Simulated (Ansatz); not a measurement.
Geometry optimisation, RKS PBE/def2-SVP (Ansatz).

Input:

```yaml
crystal:
  periodic: [false, false, false]
  atoms:
    - { symbol: B, position_ang: [0.051199, 0.499136, -0.42706] }
    - { symbol: H, position_ang: [0.058794, -0.058513, 1.904354] }
    - { symbol: "N", position_ang: [1.326675, 0.073923, -0.830583] }
    - { symbol: H, position_ang: [1.502897, -0.864552, -1.182748] }
    - { symbol: H, position_ang: [2.149306, 0.671719, -0.780721] }
    - { symbol: F, position_ang: [-1.012474, -0.314926, -0.528313] }
    - { symbol: F, position_ang: [-0.154467, 1.737789, 0.02602] }
    - { symbol: H, position_ang: [-0.006531, 0.657623, 1.854453] }
basis:
  gaussian: { orbitals: def2-SVP }
hamiltonian:
  xc: pbe
relax:
  f_tol: 0.03
  max_steps: 50
output:
  orbitals: {}
```

Launched with:

```bash
$ ansatz run input.yaml --threads 1 --pin off --max-ram 2048MiB --backend cpu --events-out ev --progress --plain --runs-dir out
```

Task: Where does it end, and by what steps?

Result: The run converged. After 17 steps the energy has fallen by 0.167 eV; H2 moved furthest, 1.26 Å.

```tsv
step	energy less start (eV)	largest force component (eV/Å)	accepted
0	0.0000	1.866	yes
1	-0.1198	0.182	yes
2	-0.1458	0.063	yes
3	-0.1510	0.153	yes
4	-0.1526	0.174	yes
5	-0.1562	0.128	yes
6	-0.1395	0.833	no
7	-0.1586	0.263	yes
8	-0.1609	0.170	yes
9	-0.1626	0.126	yes
10	-0.1630	0.237	yes
11	-0.1649	0.073	yes
12	-0.1659	0.031	yes
13	-0.1665	0.045	yes
14	-0.1660	0.130	no
15	-0.1669	0.039	yes
16	-0.1670	0.060	yes
17	-0.1671	0.027	yes
```

```xyz
8
Properties=species:S:1:pos:R:3
B 0.046 0.408 -0.762
H 0.043 0.307 3.113
N 1.360 0.050 -1.100
H 1.571 -0.712 -1.742
H 2.174 0.525 -0.714
F -1.009 -0.236 -1.281
F -0.199 1.418 0.093
H -0.070 0.641 2.429
```

Whether the end is a true minimum wasn't checked by a vibrational analysis.

Time of the run: 34 s on 1 thread of Arm Neoverse V1 (shared host), peak memory 0.12 GiB.
